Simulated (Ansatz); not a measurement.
Geometry optimisation, Ansatz 0.2.0, RKS PBE/6-31G.

The input (input.yaml):

```yaml
crystal:
  periodic: [false, false, false]
  atoms:
    - { symbol: Al, position_ang: [-2.4657, 0.6426, 0.5685] }
    - { symbol: "N", position_ang: [-0.7887, 0.904, -0.2287] }
    - { symbol: Si, position_ang: [0.1083, -0.5879, 0.0854] }
    - { symbol: Si, position_ang: [2.2705, -0.3707, -0.7504] }
    - { symbol: H, position_ang: [-3.8207, 0.803, -0.3675] }
    - { symbol: H, position_ang: [-2.6463, 0.3824, 2.114] }
    - { symbol: H, position_ang: [-0.2845, 1.6812, 0.2959] }
    - { symbol: H, position_ang: [-0.4866, -1.7202, -0.5419] }
    - { symbol: H, position_ang: [0.2439, -0.7942, 1.5925] }
    - { symbol: H, position_ang: [2.9642, -1.6066, -0.4558] }
    - { symbol: H, position_ang: [2.8572, 0.7662, -0.0968] }
    - { symbol: H, position_ang: [2.1254, -0.155, -2.1812] }
basis:
  gaussian: { orbitals: "6-31G" }
hamiltonian:
  xc: pbe
relax:
  f_tol: 0.02
  max_steps: 50
output:
  orbitals: {}
```

Run as:

```bash
$ ansatz run input.yaml --threads 1 --pin off --max-ram 2048MiB --backend cpu --events-out ev --progress --plain --runs-dir out
```

Problem. Where does it end, and by what steps?

Solution. The run converged. Limits of this set-up: no polarisation functions. After 24 steps the energy has fallen by 1.379 eV; H7 moved furthest, 2.21 Å. Parted: Al1–Si3.

```tsv
step	energy less start (eV)	largest force component (eV/Å)	accepted
0	0.0000	2.111	yes
1	-0.5514	1.173	yes
2	-0.6764	1.276	yes
3	-0.8323	0.519	yes
4	-0.9295	1.713	yes
5	-1.0759	1.076	yes
6	-1.1879	0.271	yes
7	-1.2588	0.183	yes
8	-1.3070	0.116	yes
9	-1.3271	0.100	yes
10	-1.3369	0.048	yes
11	-1.3447	0.163	yes
12	-1.3458	0.514	yes
13	-1.3527	0.407	yes
14	-1.3657	0.095	yes
15	-1.3709	0.147	yes
16	-1.3702	0.270	no
17	-1.3746	0.110	yes
18	-1.3759	0.107	yes
19	-1.3778	0.122	yes
20	-1.3785	0.096	yes
21	-1.3791	0.034	yes
22	-1.3793	0.026	yes
23	-1.3793	0.023	yes
24	-1.3794	0.018	yes
```

```xyz
12
Properties=species:S:1:pos:R:3
Al -2.340 1.043 0.824
N -1.189 0.278 -0.358
Si 0.084 -0.954 0.012
Si 2.268 -0.182 -0.522
H -3.382 2.124 0.228
H -2.220 0.586 2.365
H -1.245 0.557 -1.343
H -0.173 -2.259 -0.731
H -0.020 -1.231 1.496
H 3.306 -1.253 -0.242
H 2.621 1.046 0.293
H 2.367 0.190 -1.989
```

Whether the end is a true minimum wasn't checked by a vibrational analysis.

The run took 99 s on 1 thread of Arm Neoverse V1 (shared host), peak memory 0.15 GiB.
